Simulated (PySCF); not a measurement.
C3H7BO, SMILES OB(C)C=C.

Geometry optimised at PBE-D3(BJ)/def2-SVP. Other conformers were not sampled.

All values below come from PBE-D3(BJ)/def2-SVP run with PySCF 2.14.0.

Frequencies are harmonic and unscaled.

Computed harmonic wavenumbers and intensities:
| mode | ν (cm⁻¹) | IR (km/mol) | moving atoms (share of kinetic energy) |
|---|---|---|---|
| 1 | 73 | 2.4 | C 53 %, H 39 % |
| 2 | 95 | 1.0 | H 94 % |
| 3 | 205 | 0.8 | C 37 %, H 29 %, O 27 % |
| 4 | 323 | 2.9 | C 40 %, H 34 %, O 23 % |
| 5 | 370 | 1.7 | H 61 %, B 32 % |
| 6 | 480 | 10.5 | C 52 %, H 26 %, O 12 %, B 9 % |
| 7 | 542 | 43.5 | H 81 %, C 11 % |
| 8 | 618 | 35.7 | H 77 %, C 14 % |
| 9 | 710 | 0.1 | C 51 %, H 27 %, O 20 % |
| 10 | 806 | 2.7 | H 63 %, C 25 %, O 9 % |
| 11 | 863 | 44.5 | H 41 %, B 37 %, C 20 % |
| 12 | 941 | 104.3 | H 69 %, B 13 %, C 9 %, O 8 % |
| 13 | 963 | 23.0 | H 72 %, C 28 % |
| 14 | 999 | 1.7 | H 77 %, C 18 % |
| 15 | 1020 | 10.9 | H 92 %, C 8 % |
| 16 | 1171 | 87.2 | H 57 %, B 32 % |
| 17 | 1254 | 14.1 | H 76 %, C 23 % |
| 18 | 1286 | 84.7 | H 52 %, C 29 %, B 19 % |
| 19 | 1337 | 161.8 | B 44 %, H 36 %, O 15 % |
| 20 | 1379 | 4.1 | H 96 % |
| 21 | 1384 | 64.6 | H 79 %, C 15 % |
| 22 | 1412 | 35.2 | H 63 %, B 26 % |
| 23 | 1636 | 53.1 | C 86 %, H 12 % |
| 24 | 2957 | 2.3 | H 97 % |
| 25 | 3038 | 4.8 | H 91 %, C 9 % |
| 26 | 3048 | 22.5 | H 95 % |
| 27 | 3052 | 25.1 | H 91 %, C 9 % |
| 28 | 3062 | 11.0 | H 92 %, C 8 % |
| 29 | 3146 | 9.7 | H 89 %, C 11 % |
| 30 | 3737 | 45.5 | H 94 % |
